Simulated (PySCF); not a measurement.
**How methods differ on the excitation energy of P⁺**

P⁺ [Ne] 3s2 3p2 (3P) → P⁺ [Ne] 3s1 3p3 (5S), as a difference of total energies. All numbers are calculated (PySCF 2.14, the spin-free X2C one-electron Hamiltonian (Gaussian nucleus), in aug-cc-pCVTZ-DK with one added diffuse shell each of s, p, d, f type (9s8p6d4f, 91 functions)). Correlated levels: valence: [Ne] frozen; valence and next inner shell: 1s2 frozen; nothing frozen. The calculations carry no spin-orbit coupling.

| method | excitation energy (cm⁻¹) |
| --- | --- |
| UHF | 32088 |
| LDA | 47453 |
| PBE | 46631 |
| PBE0 | 44902 |
| r2SCAN | 40201 |
| LC-wPBE | 44051 |
| TPSS | 46094 |
| PW91 | 46619 |
| M06-L | 44546 |
| MP2 (valence) | 40866 |
| SCS-MP2 (valence) | 45067 |
| MP2 (valence and next inner shell) | 42305 |
| SCS-MP2 (valence and next inner shell) | 46099 |
| MP2 (all electrons) | 42250 |
| SCS-MP2 (all electrons) | 46063 |

Errors of the correlated levels include the incompleteness of this basis and the frozen core.

For comparison: 45381 cm⁻¹ (measured; NIST levels, between the centres of gravity of the two terms).
